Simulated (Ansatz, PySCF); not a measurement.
Al(H)(vinyl)(OMe) (C3H7AlO), SMILES [O]([AlH][CH]=C)C. Atoms are numbered in the order given.

```xyz
12

Al    -0.2797     0.0009     0.2149
H     -1.3236    -0.1609     1.3986
C     -0.6188     1.2441    -1.2286
C     -1.7514     1.9665    -1.2078
H      0.0604     1.4036    -2.0774
H     -2.0119     2.6914    -1.9914
H     -2.4866     1.8699    -0.3963
O      1.1465    -0.9240     0.2160
C      1.7462    -1.8887     1.0276
H      1.9022    -2.8268     0.4651
H      2.7362    -1.5426     1.3752
H      1.1407    -2.1301     1.9230
```

Coordinates come from a ωB97X-D3(BJ)/def2-SVP optimisation. The structure was generated by enumeration; whether it is a known compound was not checked. One conformer was computed; it need not be the lowest.

Two levels are set side by side: PBE-D3(BJ)/def2-SVP (Ansatz, an electronic-structure program) and ωB97X-D3(BJ)/def2-SVP (PySCF). Each level has its own optimised geometry; the coordinates shown are those of the second. Frequencies come from the Hessian of PySCF at each geometry. Differences are taken from unrounded values.

```tsv
quantity	ωB97X-D3(BJ)	PBE-D3(BJ)	PBE-D3(BJ) minus ωB97X-D3(BJ)
mean bond length (Å)	1.325	1.334	0.009
bond Al1–C3 (Å)	1.935	1.944	0.009
bond Al1–O8 (Å)	1.700	1.717	0.017
bond C3–C4 (Å)	1.344	1.353	0.010
bond O8–C9 (Å)	1.396	1.400	0.004
bond Al1–H2 (Å)	1.587	1.601	0.014
bond C3–H5 (Å)	1.099	1.107	0.008
bond C4–H6 (Å)	1.099	1.106	0.008
bond C4–H7 (Å)	1.099	1.107	0.007
bond C9–H10 (Å)	1.105	1.114	0.009
bond C9–H11 (Å)	1.105	1.114	0.009
bond C9–H12 (Å)	1.108	1.116	0.009
highest harmonic wavenumber (cm⁻¹)	3213	3109	-104
mean harmonic wavenumber (cm⁻¹)	1340	1285	-55
zero-point energy (kcal/mol)	57.45	55.10	-2.35
```

GGA bonds tend to be longer and softer than those of functionals with exact exchange. Differences between two approximate levels are no errors against the true value.
